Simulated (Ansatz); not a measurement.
Question: Name a neutral molecule of B, C, Cl, S, Si and H with zero-point energy (PBE0-D4/def2-TZVP) between 173 and 189 kJ/mol and LUMO energy (ωB97M-V/def2-TZVPP) between 0.25 and 0.55 eV (Ansatz, PBE0-D4/def2-TZVP geometry).

Answer: `BS[SiH](C)Cl` (186.0 kJ/mol, 0.32 eV). Other molecules can fit too; these were computed, each in one conformer that needn't be the lowest.
